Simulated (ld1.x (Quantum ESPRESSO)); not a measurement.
u(r) = r·R(r): atom against pseudo-atom (lead)

Columns: radius, all-electron u(r) and pseudo u(r) of the 6s shell (level -13.14 eV) of lead in the configuration [Xe] 4f14 5d10 6s1 6p3; PBE, scalar-relativistic, ultrasoft scheme, ld1.x (Quantum ESPRESSO) 7.5.

```tsv
r (bohr)	all-electron	pseudo
0.145	0.1616	-0.1038
0.290	-0.2489	-0.2056
0.435	-0.0040	-0.3033
0.580	0.3173	-0.3951
0.725	0.3762	-0.4795
0.870	0.2292	-0.5550
1.015	-0.0037	-0.6206
1.160	-0.2394	-0.6755
1.305	-0.4377	-0.7192
1.450	-0.5858	-0.7514
1.595	-0.6850	-0.7722
1.740	-0.7422	-0.7816
1.885	-0.7660	-0.7800
2.030	-0.7647	-0.7678
2.175	-0.7452	-0.7454
2.320	-0.7132	-0.7132
2.465	-0.6731	-0.6731
2.610	-0.6282	-0.6282
2.755	-0.5811	-0.5811
2.900	-0.5336	-0.5336
3.045	-0.4869	-0.4869
3.190	-0.4420	-0.4420
3.335	-0.3994	-0.3994
3.480	-0.3595	-0.3595
3.625	-0.3225	-0.3225
3.770	-0.2885	-0.2885
```

Task: How many radial nodes do the two functions have?

Result: The all-electron 6s function has n − l − 1 = 5 (the table is too coarse to show those close to the nucleus); the pseudo-wave has 0, since the states of the same l below it are removed with the core.

Task: At about which radius was the pseudo-wave matched?

Result: 2.25 bohr, where the columns begin to agree (steps of 0.14 bohr).

Task: Where does each function peak?

Result: Outermost all-electron maximum near 1.89 bohr, pseudo maximum near 1.74 bohr (to the table’s step).

Task: Is the pseudo-wave norm-conserving?

Result: No, it belongs to an ultrasoft set: the norm inside the radius is not constrained, and the difference is carried by the augmentation charge.
